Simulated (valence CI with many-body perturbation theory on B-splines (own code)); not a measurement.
Cr¹⁷⁺: magnetic and hyperfine properties of the levels

Computed by valence CI with perturbative core correlation (CI+MBPT): five valence electrons over a frozen Dirac-Fock core [He], radial functions for each j: 9 s, 9 p, 8 d, 6 f, 3 g, 1 h, with the one-electron correlation potential Σ1 (screened to all orders), the two-electron term Σ2, the three-electron term Σ3, Breit, model QED; selected single and double excitations, second order for the rest (own B-spline code, finite nucleus).

No measured spectrum was set against this ion. As an estimate, levels of excited configurations hold to 0.05 to 0.15 % of their energy, terms of the ground configuration to about 0.5 %. Among the levels kept, up to 2000 cm⁻¹ of a level comes from second order outside the variational space, and about a tenth of that is noise between levels of different J, which matters for small intervals.

A/g_I is the dipole constant over the nuclear g factor μ/I (μ in nuclear magnetons, uniformly magnetised nucleus), B/Q the quadrupole constant per barn. Both hold the static response of the core; the bare values leave it out. Large factors of s and p1/2 electrons are usually good to 5 to 10 %; those of open d and f shells near neutrality can be off by tens of per cent, and small factors of p3/2, d and f electrons come from cancelling terms and can be off by a factor of two or in sign, in half-filled shells by more. B is blank for J = 1/2, where it vanishes, and for nearly pure S terms. Energies count from the lowest level.

Names give the largest LS component (configuration and term), which can be under half, so a name can repeat, a term be missing and a line seem to break the LS rules; names also repeat where a configuration has a term twice. Letters in brackets count levels of one name in rising energy.

| Level | E (eV) | g | A/g_I (MHz) | A/g_I bare | B/Q (MHz/b) | B/Q bare |
| --- | --- | --- | --- | --- | --- | --- |
| 2s2.2p3 4S°_3/2 | 0.00 | 1.948 | 2310 | 5810 |  |  |
| 2s2.2p3 2D°_3/2 | 15.67 | 0.935 | 20200 | 20100 | 38200 | 38300 |
| 2s2.2p3 2D°_5/2 | 18.74 | 1.197 | 38800 | 39500 | -353 | -355 |
| 2s2.2p3 2P°_1/2 | 28.11 | 0.662 | 111000 | 109000 |  |  |
| 2s2.2p3 2P°_3/2 | 32.86 | 1.244 | 22100 | 23100 | -40800 | -41000 |
| 2s.2p4 4P_5/2 | 82.77 | 1.590 | 87500 | 87500 | 36600 | 36800 |
| 2s.2p4 4P_3/2 | 88.60 | 1.725 | 75100 | 75600 | -30400 | -30600 |
| 2s.2p4 4P_1/2 | 90.79 | 2.647 | 177000 | 177000 |  |  |
| 2s.2p4 2D_3/2 | 114.48 | 0.820 | -25400 | -23400 | -51100 | -51300 |
| 2s.2p4 2D_5/2 | 115.53 | 1.205 | 105000 | 103000 | -74900 | -75300 |
| 2s.2p4 2S_1/2 | 131.78 | 1.749 | 264000 | 257000 |  |  |
| 2s.2p4 2P_3/2 | 136.91 | 1.314 | -1560 | 1470 | 35500 | 35700 |
| 2s.2p4 2P_1/2 | 145.21 | 0.933 | 150000 | 144000 |  |  |
| 2p5 2P°_3/2 | 215.66 | 1.331 | 18300 | 20500 | -37000 | -37200 |
| 2p5 2P°_1/2 | 224.94 | 0.662 | 111000 | 108000 |  |  |
| 2s2.2p2.3s 4P_1/2 | 732.48 | 2.426 | 75100 | 75100 |  |  |
| 2s2.2p2.3s 4P_3/2 | 737.73 | 1.712 | 25300 | 26300 | 28600 | 28700 |
| 2s2.2p2.3s 2P_1/2 | 741.27 | 0.916 | -14400 | -13000 |  |  |
| 2s2.2p2.3s 4P_5/2 | 741.80 | 1.545 | 45600 | 46400 | -24800 | -25000 |
| 2s2.2p2.3s 2P_3/2 | 745.63 | 1.214 | 31000 | 32800 | -16100 | -16200 |
| 2s2.2p2.3p 4D°_1/2 | 754.89 | 0.819 | 28900 | 28900 |  |  |
| 2s2.2p2.3s 2D_5/2 | 755.60 | 1.251 | 45000 | 44800 | 63700 | 64000 |
| 2s2.2p2.3s 2D_3/2 | 756.41 | 0.933 | 16500 | 17500 | 34500 | 34600 |
| 2s2.2p2.3p 4D°_3/2 | 758.76 | 1.304 | 6830 | 7490 | 13300 | 13400 |
| 2s2.2p2.3p 2S°_1/2 | 759.61 | 1.297 | -8690 | -6560 |  |  |
| 2s2.2p2.3p 4P°_3/2 | 763.05 | 1.344 | 24600 | 25700 | -14700 | -14800 |
| 2s2.2p2.3p 4D°_5/2 | 763.37 | 1.387 | 7120 | 8240 | 23300 | 23400 |
| 2s2.2p2.3p 4P°_1/2 | 764.67 | 2.364 | -25000 | -21300 |  |  |
| 2s2.2p2.3p 4P°_5/2 | 765.77 | 1.396 | 27100 | 28300 | -5610 | -5620 |
| 2s2.2p2.3p 2D°_3/2 [a] | 766.91 | 1.109 | 29700 | 29700 | -19300 | -19400 |
| 2s2.2p2.3p 4D°_7/2 | 767.33 | 1.394 | 21700 | 22800 | -16400 | -16500 |
| 2s2.2p2.3s 2S_1/2 | 770.24 | 1.990 | 93700 | 91600 |  |  |
| 2s2.2p2.3p 4S°_3/2 | 770.54 | 1.853 | 25300 | 27400 | 3090 | 3100 |
| 2s2.2p2.3p 2D°_5/2 [a] | 772.89 | 1.270 | 25800 | 26600 | -1570 | -1580 |
| 2s2.2p2.3p 2P°_3/2 [a] | 772.94 | 1.354 | 17200 | 18700 | 11300 | 11300 |
| 2s2.2p2.3p 2P°_1/2 [a] | 774.79 | 0.815 | 54800 | 54400 |  |  |
| 2s2.2p2.3p 2F°_5/2 | 780.40 | 0.985 | 27600 | 27700 | 45500 | 45700 |
| 2s2.2p2.3p 2F°_7/2 | 781.93 | 1.174 | 21500 | 21800 | 75900 | 76200 |
| 2s.2p3.3s 6S°_5/2 | 782.12 | 1.985 | 89500 | 90100 |  |  |
| 2s2.2p2.3p 2D°_3/2 [b] | 783.87 | 0.987 | 28500 | 28700 | 37900 | 38000 |

Question: Take the isotope of mass number 53, with I = 3/2, μ = -0.47431 μN and Q = -0.15 b. What is the hyperfine structure of 2s2.2p3 2D°_3/2?

Answer: From the table A = -6370 MHz, B = -5720 MHz. Shifts from the centre of gravity in MHz: F = 0: 16700, F = 1: 16100, F = 2: 9070, F = 3: -15800.
